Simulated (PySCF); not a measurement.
**Two-component Hartree-Fock for Ca⁴⁺ (calcium, charge +4)**

Start: [Ne] 3s2 3p4; 3p1/2 filled at m_j = -1/2, +1/2; 3p3/2 filled at m_j = +1/2, +3/2. Calculated with PySCF 2.14 in an even-tempered Gaussian basis (21 s from 0.14 bohr⁻², ratio 2.4; 14 p from 0.18 bohr⁻², ratio 2.4; 5 d from 1.8 bohr⁻², ratio 2.6; 5 f from 2.7 bohr⁻², ratio 2.6): generalised Hartree-Fock with the X2C-1e Hamiltonian and a Gaussian nucleus; one run each with spin-orbit coupling (SO) switched off, then screened by Boettger's factors.

```
spinor shell  electrons  ε, spin-free (eV)  ε, screened SO (eV)  weight of nominal j (screened SO)  rms radius, screened SO (bohr)
       1s1/2          2            -4144.0              -4143.9                              1.000                          0.0888
       2s1/2          2            -518.62              -518.58                              1.000                           0.392
       2p1/2          2            -428.15              -431.24                              0.961                           0.359
       3s1/2          2            -109.15              -109.13                              1.000                            1.18
       3p3/2          2            -86.746              -87.973                              0.825                            1.25
       3p1/2          2            -86.746              -85.572                              0.697                            1.26
```

Question: Where does 2p3/2 lie, and what is the 2p spin-orbit splitting (screened SO)?

Answer: At -426.57 eV, 4.669 eV above 2p1/2.

| quantity | spin-free | screened SO |
| --- | --- | --- |
| E (hartree) | -674.77844 | -674.78806 |
| M_J | 2 | 2 |
| ⟨J²⟩ | 6.005 | 6.007 |
| ⟨L²⟩ | 2.004 | 2.033 |
| ⟨S²⟩ | 2.002 | 1.987 |

Each row is a mean over spinors that exchange with the open shell spreads, by up to 9.801 eV (3s1/2).

Rows whose weight is well below 1 are mixtures of j = l ± 1/2: exchange outweighs spin-orbit coupling there, and the label is only the starting occupation.

Without spin-orbit coupling the j labels of p, d and f shells carry no meaning; the spin-free column gives the mean over the occupied spinors of each nl shell.
